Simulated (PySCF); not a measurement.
Match the calculated data to a structure.

All candidates are C6H6O2.

- UV, strongest line: among the 6 lowest singlet transitions: S2 at 5.17 eV (240 nm, f = 0.283) [TDDFT CAM-B3LYP/def2-SVPD]
- UV, first state: lowest singlet excitation: 4.27 eV (290 nm, f = 0.000) [TDDFT CAM-B3LYP/def2-SVPD]
- Polarisability: 83.6 au [CAM-B3LYP/def2-SVPD]
- Rotational structure: rotational constants A, B, C: 5.436, 0.858, 0.745 GHz [PBE0-D3(BJ)/def2-SVP]
- Dipole: 2.01 D [CAM-B3LYP/def2-SVPD]

Gas-phase values; electronic properties from PySCF, density fitting. Levels stand in brackets. Geometry: PBE0-D3(BJ)/def2-SVP, one conformer, isolated molecule.

Task: Which candidate is it?
A. `C#CCC(=C)OC=O`
B. `Cc1cccc(=O)o1`
C. `C#C/C=C\OCC=O`

Result: C. It is `C#C/C=C\OCC=O`. Numbering: `[CH:1]#[C:2]/[CH:3]=[CH:4]\[O:5][CH2:6][CH:7]=[O:8]`. Its formula, C6H6O2, gives 4 degrees of unsaturation: 0 rings and 4 π bonds in the structure found. By its constants the optimised geometry is an asymmetric top.

The others, at the same levels:
- `C#CCC(=C)OC=O` fails: its computed lowest singlet excitation is 5.60 eV (221 nm, f = 0.002) (against 4.27 eV), static isotropic polarisability is 76.7 au (against 83.6 au) and rotational constant A is 4.072 GHz (against 5.436 GHz).
- `Cc1cccc(=O)o1` fails: its computed lowest singlet excitation is 4.53 eV (274 nm, f = 0.185) (against 4.27 eV), static isotropic polarisability is 78.3 au (against 83.6 au) and rotational constant A is 3.613 GHz (against 5.436 GHz).

Each candidate is one conformer, not necessarily the lowest. The conformers computed, where there is a choice (atom-mapped SMILES and torsion angles):
- `[CH:1]#[C:2]/[CH:3]=[CH:4]\[O:5][CH2:6][CH:7]=[O:8]`: C3–C4–O5–C6 180°, C4–O5–C6–C7 -178°, O5–C6–C7–O8 179°
- `[CH:1]#[C:2][CH2:3][C:4](=[CH2:5])[O:6][CH:7]=[O:8]`: C2–C3–C4–C5 117°, C3–C4–O6–C7 174°, C4–O6–C7–O8 2°
